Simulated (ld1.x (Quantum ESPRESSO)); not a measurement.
Bi (Z = 83): one change to a TM potential, before and after

| Item | Value |
| --- | --- |
| Element | bismuth (Bi) |
| Generator | ld1.x (Quantum ESPRESSO) 7.5 |
| Type | norm-conserving Troullier–Martins (Kleinman–Bylander form) |
| Functional | PBE |
| Relativity | scalar-relativistic |
| Frozen core | [Xe] 4f14 5d10 |
| Valence charge | 5 |
| Reference configuration | 6s2 6p3 |
| Partial waves | 6s (bound): rc 1.80 bohr; 6p (bound): rc 2.65 bohr; 6d channel at -0.2 Ry: rc 2.70 bohr |
| Local potential | the d channel |
| Core correction | Bessel-smoothed model core inside 1.70 bohr |

All-electron outer shells of the reference configuration (PBE, scalar-relativistic, ld1.x):

```csv
shell,level (eV),outermost node (bohr),outermost maximum (bohr)
5p,-95.86,0.48,0.86
5d,-27.08,0.51,1.03
6s,-14.48,0.98,1.88
6p,-4.57,1.14,2.44
```

Change: wave 6p (bound): rc 2.65 bohr becomes 6p (bound): rc 3.62 bohr.

Cutoffs: the cutoffs (Ry, on a coarse ladder) from which the occupation-weighted sum of valence levels, in a spherical-Bessel basis at the reference potential, stays within 10 and 1 mRy of its value at 400 Ry; they do not see the model core or the augmentation charge, which bear on the density cutoff. Errors are all-electron minus pseudo energies relative to the spin-unpolarised reference configuration.

Task: What does the change do?

Result: The potential gets neither clearly harder nor softer (25 Ry and 50 Ry → 25 Ry and 50 Ry); both files keep a bound ghost (p, s); of the 6 tests that both files solve, the error grows in 4 and shrinks in 1 by more than 15 % and 0.3 meV (median size 69.2 → 47.3 meV).

```tsv
quantity	base	changed
cutoff, loose	25 Ry	25 Ry
cutoff, tight	50 Ry	50 Ry
loose cutoff by channel (10 mRy a level)	s 12 Ry, p 10 Ry	s 12 Ry, p 6 Ry
bound ghosts	s, p	s, p
tests counted (converged, no solver errors)	6 of 7	6 of 7
error for 6s2 6p2, meV [ΔE 7.91 eV]	-23	-29
error for 6s2 6p1, meV [ΔE 23.16 eV]	-116	-161
error for 6s2 6p0, meV [ΔE 46.50 eV]	-308	-474
error for 6s2 6p2.5, meV [ΔE 3.10 eV]	-5.3	-6.3
error for 6s2 6p3.3, meV [ΔE -1.09 eV]	-0.3	-0.4
error for 6s0 6p5, meV [ΔE 20.50 eV]	-174	-66
```

Base: Tests not counted: 6s1 6p0 (solver errors, printed error -7.6 eV). Changed file: Tests not counted: 6s1 6p0 (solver errors, printed error +8.5 eV). A true bound ghost makes a file unfit for plane-wave use even where its test errors are small: the radial tests pick states by their node count and pass the ghost by. Where a test does run into it, the solver fails or the error is huge.
